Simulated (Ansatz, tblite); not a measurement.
Removing an electron: (HAlTe)4 cubane (Al₄Te₄H₄). Total charge 0; singlet. Geometry: PBE-D4/def2-SVP. Ansatz, gas phase; energy differences of separate SCF runs; the oxidised species was run as a doublet alone.

```xyz
12

Al    1.217   -1.626   -0.299
H     2.160   -2.887   -0.532
Te    1.070   -0.686    2.222
Al   -1.471   -0.484    1.347
H    -2.612   -0.860    2.392
Te   -1.387   -1.947   -0.915
Al   -0.858    0.550   -1.782
H    -1.524    0.975   -3.165
Te    1.834    0.605   -1.680
Al    1.113    1.561    0.734
H     1.976    2.772    1.304
Te   -1.517    2.028    0.373
```

In the def2 sets Te takes a core potential; there is no spin–orbit coupling. The xTB rows come from tblite. HOMO above LUMO, or a gap near zero within one spin, warns that the state may not be the lowest or that an electron is smeared out.

```
           level  −HOMO (eV)  vertical IE (eV)  −LUMO (eV)  HOMO–LUMO gap (eV)                                     remarks
        GFN1-xTB       10.21             12.34        6.95                3.26                                           –
B97M-V/def2-TZVP        6.53              8.38        2.23                4.30  gap within one spin near zero (+1 doublet)
```

(1) Estimate the rows for GFN2-xTB, PBE0-D4/def2-TZVP.

## Answers

(1) 
```tsv
level	−HOMO (eV)	vertical IE (eV)	−LUMO (eV)	HOMO–LUMO gap (eV)
GFN2-xTB	10.11	12.41	6.54	3.57
PBE0-D4/def2-TZVP	7.22	8.61	1.70	5.53
```

Relaxing the oxidised species (PBE-D4/def2-SVP) changes its energy by -0.50 eV at PBE0-D4/def2-TZVP, so the adiabatic ionisation energy to this nearest minimum is 8.11 eV.  Run but left out: PBE-D4/def2-TZVP (charge +1 doublet: an occupied level 0.00 eV above an empty one).  Raw xTB energy differences between charge states are shifted by several eV; the methods need an empirical correction for them.
